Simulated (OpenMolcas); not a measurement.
## 4s² 4p² along the 32-electron sequence

* Program: OpenMolcas
* Method: RASSCF
* Basis: ANO-RCC-VTZP
* Scalar Hamiltonian: DKH2, point nucleus
* Spin-orbit coupling: state interaction with AMFI integrals over the reference wave functions, term energies averaged over their components

Active space for each ion: 4 electrons in 9 orbitals (RAS2 4s 4p; RAS3 4d, at most 2 electrons).

Computed levels in cm-1 above ³P₀:

| Level | As+ | Se2+ | Br3+ | Kr4+ |
| --- | --- | --- | --- | --- |
| ³P₁ | 946 | 1520 | 2298 | 3222 |
| ³P₂ | 2313 | 3595 | 5176 | 6950 |
| ¹D₂ | 10062 | 14596 | 17743 | 21152 |
| ¹S₀ | 23551 | 30255 | 35765 | 41434 |
| weight of ³P in the lowest level (%) | 99 | 99 | 98 | 98 |

Measured, with the error of the calculation in %. Measured levels: As+ from NIST Handbook of Basic Atomic Spectroscopic Data; Se2+ from Moore, Atomic Energy Levels, vol. II, NSRDS-NBS 35 (1971 reprint of NBS Circular 467, 1952); Kr4+ from Saloman, J. Phys. Chem. Ref. Data 36, 215 (2007).

```csv
Level,As+,Se2+,Kr4+
³P₁,1063 (-11.0),1741 (-12.7),3743 (-13.9)
³P₂,2541 (-9.0),3937 (-8.7),7595 (-8.5)
¹D₂,10096 (-0.3),13032 (+12.0),19723 (+7.2)
¹S₀,22599 (+4.2),,39204 (+5.7)
```

The fine-structure level ³P₂ changes by a factor of 3 from As+ to Kr4+. Its fourth root runs 6.93, 7.74, 8.48, 9.13, with steps per unit of Z of 0.81, 0.74, 0.65; equal steps would mean a (Z - σ)^4 law with constant σ.

¹D₂ changes by a factor of 2.1 over the same range, with steps per unit of Z of +4530, +3150, +3410 cm-1.

Without dynamic correlation excited terms often stand tens of per cent too high (terms of higher spin than the ground term too low), and those without a measured partner can miss by more than the paired ones (holds for As+). The run also gave levels led by 4s 4p² 4d, 4s² 4p 4d, which use shells meant for correlation; these and all levels above them are left out (holds for As+; Se2+). Active for correlation alone: 4d; no level in the range computed is led by a configuration that fills it, so any true level of that kind is missing (holds for Br3+; Kr4+). Measured partners are found by configuration, term and J. A level has none where our copy of the source lacks it or the pairing is in doubt (some pairs that miss far off the trend of their configuration count as doubtful), and it then counts in no deviation. Only configurations of the active space appear.
